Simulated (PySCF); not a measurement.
PySCF input for C₃H₄F₂Si, SMILES C#CC(F)(F)[SiH3], PBE-D3(BJ)/def2-SVP. The structure is a stationary point at PBE-D3(BJ)/def2-SVP. This is a generated structure with no PubChem entry under its InChIKey; it may be hypothetical.

```python
import numpy as np
from pyscf import gto, scf, dft, df
from pyscf.hessian import thermo

mol = gto.M(
    atom='''
    C     0.94104875   -2.39584524   -0.00000000
    C     0.28483148   -1.36482045   -0.00000000
    C    -0.39126574   -0.06795474    0.00000000
    F    -1.20681604    0.04249093   -1.11305691
    F    -1.20681602    0.04249093    1.11305691
    Si    0.84376800    1.43740508   -0.00000000
    H     1.50350684   -3.31994415   -0.00000001
    H     1.69191810    1.35804061   -1.23446396
    H     0.01490653    2.68707764    0.00000000
    H     1.69191811    1.35804061    1.23446393
    ''',
    basis='def2-SVP',
    charge=0,
    spin=0,
    max_memory=1600,
    verbose=3,
)
mf = dft.RKS(mol, xc='pbe').density_fit(auxbasis='def2-universal-jkfit')
mf.disp = 'd3bj'
mf.grids.level = 3
mf.conv_tol = 1e-11
mf.max_cycle = 100
mf.kernel()

# [left out here: the lines that compute and print the analytic Hessian (its translational invariance restored by hand, since the grid's response is missing), thermochemistry and intensities]
```

Program output:

```
converged SCF energy = -604.989781235539

WARN: DFTD3 does not support analytical Hessian, using finite difference


WARN: Mole.unit (angstrom) is changed to Bohr

Mode                                 0                   1                   2
Irrep
Freq [cm^-1]                      114.5934            148.7829            182.0008
Reduced mass [au]                   4.2771              1.1707              3.5833
Force const [Dyne/A]                0.0331              0.0153              0.0699
Char temp [K]                     164.8744            214.0654            261.8587
Normal mode                   x     y     z       x     y     z       x     y     z
       0   C                 0.12  0.12 -0.00    0.00  0.00  0.09    0.00  0.00  0.13
       1   C                -0.02  0.03  0.00   -0.00  0.00 -0.02   -0.00  0.00 -0.10
       2   C                -0.06  0.01  0.00   -0.00  0.00 -0.02   -0.00  0.00 -0.05
       3   F                -0.06  0.02  0.00   -0.01  0.03 -0.02   -0.05  0.09  0.00
       4   F                -0.06  0.02 -0.00    0.01 -0.03 -0.02    0.05 -0.09  0.00
       5  Si                 0.05 -0.08 -0.00   -0.00 -0.00 -0.00    0.00 -0.00 -0.01
       6   H                 0.24  0.19 -0.00    0.00  0.00  0.17    0.00  0.00  0.29
       7   H                 0.04 -0.17  0.00   -0.35  0.29 -0.26    0.16 -0.10  0.11
       8   H                 0.18  0.01  0.00   -0.00 -0.00  0.52    0.00  0.00 -0.22
       9   H                 0.04 -0.17 -0.00    0.35 -0.29 -0.26   -0.16  0.10  0.11
Mode                                 3                   4                   5
Irrep
Freq [cm^-1]                      198.1851            286.0435            412.1479
Reduced mass [au]                   4.9439              5.3422              6.7236
Force const [Dyne/A]                0.1144              0.2575              0.6729
Char temp [K]                     285.1442            411.5530            592.9891
Normal mode                   x     y     z       x     y     z       x     y     z
       0   C                 0.00  0.00  0.01   -0.08  0.01  0.00   -0.05  0.04 -0.00
       1   C                -0.00 -0.00 -0.04    0.08  0.11 -0.00    0.09  0.12  0.00
       2   C                -0.00  0.00 -0.09   -0.02  0.05  0.00   -0.01  0.04  0.00
       3   F                -0.09 -0.09 -0.02   -0.05 -0.09  0.01    0.05  0.01 -0.05
       4   F                 0.09  0.09 -0.02   -0.05 -0.09 -0.01    0.05  0.01  0.05
       5  Si                -0.00 -0.00  0.06    0.06  0.04  0.00   -0.07 -0.09 -0.00
       6   H                 0.00  0.00  0.06   -0.18 -0.05  0.00   -0.14 -0.02 -0.00
       7   H                 0.13  0.17  0.14    0.06 -0.08  0.00   -0.08 -0.17  0.00
       8   H                -0.00 -0.00  0.15    0.24  0.16  0.00    0.04 -0.01 -0.00
       9   H                -0.13 -0.17  0.14    0.06 -0.08 -0.00   -0.08 -0.17 -0.00
Mode                                 6                   7                   8
Irrep
Freq [cm^-1]                      457.4824            524.9862            592.1969
Reduced mass [au]                  10.4046              3.7871              1.3924
Force const [Dyne/A]                1.2830              0.6150              0.2877
Char temp [K]                     658.2153            755.3383            852.0395
Normal mode                   x     y     z       x     y     z       x     y     z
       0   C                 0.02 -0.08  0.00   -0.00  0.00 -0.02   -0.04  0.07 -0.00
       1   C                 0.16  0.01 -0.00   -0.00  0.00  0.21   -0.02  0.07 -0.00
       2   C                 0.04 -0.01 -0.00   -0.00  0.00 -0.05    0.01  0.01  0.00
       3   F                -0.05  0.05  0.09   -0.04  0.06 -0.03   -0.00 -0.02  0.02
       4   F                -0.05  0.05 -0.09    0.04 -0.06 -0.03   -0.00 -0.02 -0.02
       5  Si                -0.02 -0.03 -0.00    0.00  0.00 -0.03    0.04 -0.05  0.00
       6   H                -0.07 -0.14  0.00    0.00  0.00 -0.18   -0.09  0.04  0.00
       7   H                -0.01  0.00  0.00    0.18  0.21  0.08    0.04  0.34 -0.02
       8   H                -0.07 -0.07  0.00    0.00 -0.00  0.09   -0.52 -0.42 -0.00
       9   H                -0.01  0.00 -0.00   -0.18 -0.21  0.08    0.04  0.34  0.02
Mode                                 9                  10                  11
Irrep
Freq [cm^-1]                      620.3996            657.0740            667.9832
Reduced mass [au]                   1.5615              1.7260              2.8692
Force const [Dyne/A]                0.3541              0.4391              0.7543
Char temp [K]                     892.6169            945.3832            961.0792
Normal mode                   x     y     z       x     y     z       x     y     z
       0   C                -0.00  0.00  0.00   -0.08 -0.09  0.00   -0.09  0.03 -0.00
       1   C                -0.00  0.00 -0.08    0.09  0.02 -0.00   -0.07  0.02 -0.00
       2   C                 0.00  0.00  0.04   -0.05 -0.02  0.00    0.07  0.03 -0.00
       3   F                 0.05 -0.01  0.04   -0.02  0.01 -0.06    0.04 -0.02  0.10
       4   F                -0.05  0.01  0.04   -0.02  0.01  0.06    0.04 -0.02 -0.10
       5  Si                -0.00  0.00 -0.06    0.02  0.00 -0.00   -0.03 -0.01  0.00
       6   H                -0.00  0.00  0.07    0.63  0.34 -0.00    0.39  0.33  0.00
       7   H                 0.33  0.40  0.15    0.03  0.10 -0.00   -0.04 -0.12  0.00
       8   H                 0.00  0.00  0.18   -0.07 -0.06  0.00    0.08  0.06 -0.00
       9   H                -0.33 -0.40  0.15    0.03  0.10  0.00   -0.04 -0.12 -0.00
Mode                                12                  13                  14
Irrep
Freq [cm^-1]                      694.7555            860.5210            898.7078
Reduced mass [au]                   1.2847              1.1314              1.0587
Force const [Dyne/A]                0.3654              0.4936              0.5038
Char temp [K]                     999.5985           1238.0982           1293.0404
Normal mode                   x     y     z       x     y     z       x     y     z
       0   C                -0.00 -0.00 -0.13   -0.01  0.01 -0.00    0.00 -0.00 -0.00
       1   C                 0.00  0.00  0.05    0.00  0.01 -0.00   -0.00 -0.00  0.00
       2   C                -0.00 -0.00 -0.00   -0.03 -0.03 -0.00   -0.00  0.00 -0.03
       3   F                 0.00  0.00  0.00    0.01  0.00  0.01    0.01  0.00  0.01
       4   F                -0.00 -0.00  0.00    0.01  0.00 -0.01   -0.01 -0.00  0.01
       5  Si                 0.00  0.00  0.00   -0.03 -0.04  0.00    0.00 -0.00  0.03
       6   H                 0.00  0.00  0.87   -0.02  0.00 -0.00    0.00 -0.00 -0.00
       7   H                -0.00 -0.01 -0.00    0.22  0.46  0.13   -0.16  0.39 -0.11
       8   H                -0.00 -0.00  0.00    0.47  0.30 -0.00   -0.00 -0.00 -0.75
       9   H                 0.00  0.01 -0.00    0.22  0.46 -0.13    0.16 -0.39 -0.11
Mode                                15                  16                  17
Irrep
Freq [cm^-1]                      903.3701           1020.7538           1026.2579
Reduced mass [au]                   1.0438              9.9876              9.5723
Force const [Dyne/A]                0.5019              6.1313              5.9399
Char temp [K]                    1299.7485           1468.6375           1476.5566
Normal mode                   x     y     z       x     y     z       x     y     z
       0   C                -0.00  0.01 -0.00    0.00 -0.00 -0.00   -0.03  0.05 -0.00
       1   C                -0.00  0.01 -0.00   -0.00 -0.00  0.02    0.02  0.05  0.00
       2   C                 0.01 -0.01  0.00    0.00  0.00 -0.24   -0.13 -0.21 -0.00
       3   F                -0.00  0.00 -0.00    0.05 -0.00  0.07    0.04  0.02  0.03
       4   F                -0.00  0.00  0.00   -0.05  0.00  0.07    0.04  0.02 -0.03
       5  Si                -0.03  0.02  0.00   -0.00 -0.00 -0.00    0.02  0.03 -0.00
       6   H                -0.01  0.01  0.00    0.00 -0.00 -0.04   -0.08  0.03 -0.00
       7   H                 0.51 -0.21  0.38   -0.01 -0.10 -0.01   -0.04 -0.09 -0.04
       8   H                -0.22 -0.12 -0.00   -0.00 -0.00  0.09   -0.03  0.00  0.00
       9   H                 0.51 -0.21 -0.38    0.01  0.10 -0.01   -0.04 -0.09  0.04
Mode                                18                  19                  20
Irrep
Freq [cm^-1]                     1110.9836           2160.8556           2181.8596
Reduced mass [au]                  10.2330              5.9957              1.0178
Force const [Dyne/A]                7.4416             16.4945              2.8548
Char temp [K]                    1598.4580           3108.9901           3139.2101
Normal mode                   x     y     z       x     y     z       x     y     z
       0   C                 0.04 -0.06 -0.00    0.08 -0.13  0.00    0.00 -0.00 -0.00
       1   C                 0.01 -0.03 -0.00   -0.12  0.19 -0.00    0.00  0.00 -0.00
       2   C                -0.21  0.14  0.00    0.01 -0.03  0.00   -0.00 -0.00  0.00
       3   F                 0.05 -0.01  0.04    0.00 -0.00  0.00    0.00  0.00  0.00
       4   F                 0.05 -0.01 -0.04    0.00 -0.00 -0.00    0.00  0.00 -0.00
       5  Si                 0.00 -0.00 -0.00    0.00 -0.00  0.00    0.01  0.01 -0.00
       6   H                 0.03 -0.08  0.00    0.16 -0.26  0.00   -0.00 -0.00  0.00
       7   H                 0.03  0.00  0.02   -0.00 -0.00  0.00   -0.32  0.04  0.48
       8   H                -0.09 -0.05 -0.00   -0.01  0.01  0.00    0.31 -0.46 -0.00
       9   H                 0.03  0.00 -0.02   -0.00 -0.00 -0.00   -0.32  0.04 -0.48
Mode                                21                  22                  23
Irrep
Freq [cm^-1]                     2202.5304           2204.3278           3402.5919
Reduced mass [au]                   1.0526              1.0528              1.1604
Force const [Dyne/A]                3.0086              3.0141              7.9156
Char temp [K]                    3168.9509           3171.5369           4895.5721
Normal mode                   x     y     z       x     y     z       x     y     z
       0   C                -0.00  0.00  0.00    0.00 -0.00  0.00    0.06 -0.09 -0.00
       1   C                 0.00 -0.00  0.00   -0.00  0.00  0.00   -0.02  0.02  0.00
       2   C                 0.00 -0.00 -0.00   -0.00  0.00 -0.00    0.00 -0.00 -0.00
       3   F                 0.00 -0.00  0.00    0.00 -0.00  0.00    0.00 -0.00  0.00
       4   F                -0.00  0.00  0.00    0.00 -0.00 -0.00    0.00 -0.00 -0.00
       5  Si                 0.00 -0.00 -0.04   -0.03  0.02 -0.00   -0.00 -0.00 -0.00
       6   H                -0.00  0.00 -0.00    0.00 -0.01 -0.00   -0.48  0.79  0.00
       7   H                -0.39  0.04  0.56    0.21 -0.01 -0.32    0.00  0.00 -0.00
       8   H                -0.00  0.00 -0.01    0.44 -0.67 -0.00    0.00  0.00  0.00
       9   H                 0.39 -0.04  0.56    0.21 -0.01  0.32    0.00  0.00  0.00
temperature 298.1500 [K]
pressure 101325.00 [Pa]
Rotational constants [GHz] 3.44988 2.27969 1.88654
Symmetry number 1
Zero-point energy (ZPE) 0.05360 [Eh]   140737.012 [J/mol]
                           tot       elec      trans        rot        vib
Entropy [J/mol/K]       351.730      0.000    166.924    114.950     69.856
Cv [J/mol/K]            110.565      0.000     12.472     12.472     85.622
Cp [J/mol/K]            118.879      0.000     20.786     12.472     85.622
Internal energy [J/mol]                      3718.434   3718.434 152953.174
Internal energy [Eh]   -604.92869  -604.98978
Enthalpy [J/mol]                             6197.391   3718.434 152953.174
Enthalpy [Eh]          -604.92775
Gibbs free energy [J/mol]                  -43571.015 -30553.798 132125.606
Gibbs free energy [Eh] -604.96769
static polarisability / bohr^3: [[50.765 -9.559  0.   ]
 [-9.559 75.209 -0.   ]
 [-0.     0.    43.852]]
largest difference of analytic and finite-field dipole derivatives / e: 0.0010105408461560383
mode   freq/cm-1   IR/(km/mol)   Raman/(A^4/amu)   depolarisation
   1      114.59         0.807             3.797            0.733
   2      148.78         0.456             1.623            0.750
   3      182.00         0.749             6.425            0.750
   4      198.19         0.154             0.163            0.750
   5      286.04         3.256             4.986            0.708
   6      412.15        12.109             5.694            0.303
   7      457.48         9.415             1.863            0.748
   8      524.99        15.586             2.574            0.750
   9      592.20        17.507            11.139            0.696
  10      620.40        24.390            12.197            0.750
  11      657.07        22.955             7.962            0.268
  12      667.98        16.672             5.890            0.009
  13      694.76        26.359             1.179            0.750
  14      860.52       231.934            10.968            0.740
  15      898.71        18.743            21.103            0.750
  16      903.37        30.119            17.840            0.746
  17     1020.75       154.787             5.519            0.750
  18     1026.26        37.112            31.560            0.471
  19     1110.98       140.433             4.302            0.297
  20     2160.86        17.317           201.438            0.256
  21     2181.86        35.643           237.758            0.019
  22     2202.53        81.254            66.097            0.750
  23     2204.33        81.139           116.255            0.703
  24     3402.59        69.894            37.070            0.248
max |gradient| / (hartree/bohr): 0.00027494219836798954
APT charges: [-0.1976 -0.2401  0.9904 -0.5158 -0.5158  0.9128  0.2176 -0.2145 -0.2226
 -0.2145]
```

The run converged.
